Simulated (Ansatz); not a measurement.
Start from `BC#CBO` and change one atom or group to get `BC#CC`.

Ansatz, PBE0-D4/def2-TZVP geometries, multiplicity 1. Each molecule was computed in one conformer, which needn't be the lowest.

| property | `BC#CBO` |
| --- | --- |
| HOMO–LUMO gap (ωB97M-V/def2-TZVPP) / eV | 9.93 |
| HOMO–LUMO gap (B3LYP/def2-TZVPP) / eV | 5.35 |
| HOMO energy (PBE/def2-TZVPP) / eV | -6.94 |
| HOMO–LUMO gap (PBE/def2-TZVPP) / eV | 3.64 |
| LUMO energy (B3LYP/def2-TZVPP) / eV | -2.55 |
| size of the dipole moment (ωB97M-V/def2-TZVPP) / D | 1.93 |

What does the change do to each property? (An estimate is asked.)

Computed: 
| property | `BC#CC` | shift |
| --- | --- | --- |
| HOMO–LUMO gap (ωB97M-V/def2-TZVPP) / eV | 9.64 | -0.29 |
| HOMO–LUMO gap (B3LYP/def2-TZVPP) / eV | 5.06 | -0.29 |
| HOMO energy (PBE/def2-TZVPP) / eV | -6.27 | 0.67 |
| HOMO–LUMO gap (PBE/def2-TZVPP) / eV | 3.34 | -0.30 |
| LUMO energy (B3LYP/def2-TZVPP) / eV | -2.18 | 0.37 |
| size of the dipole moment (ωB97M-V/def2-TZVPP) / D | 2.17 | 0.24 |

With PBE0 the HOMO rises by 0.67 eV and the LUMO rises by 0.37 eV, so the gap narrows by about 0.30 eV. PBE moves the HOMO by 0.67 eV and ωB97M-V by 0.63 eV. Dipoles are sizes alone; their direction can turn.

B3LYP here is the variant with VWN-RPA as its local correlation; programs differ in this.
